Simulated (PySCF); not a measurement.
## Sn²⁺: excitation energy

Sn²⁺ [Kr] 4d10 5s2 (1S) → Sn²⁺ [Kr] 4d10 5s1 6s1 (3S), as a difference of total energies. Computed with PySCF 2.14 in aug-cc-pwCVTZ-PP with ECP28MDF, with scalar relativity through the core potential. Correlated levels: valence and next inner shell: nothing frozen outside the core potential. The calculations carry no spin-orbit coupling.

```tsv
method	excitation energy (cm⁻¹)
UHF	126880
MP2 (valence and next inner shell)	140560
SCS-MP2 (valence and next inner shell)	140680
CCSD (valence and next inner shell)	138240
CCSD(T) (valence and next inner shell)	139150
```

The promoted electron is Rydberg-like, and one or two diffuse shells describe it only roughly, which tends to raise the upper state.
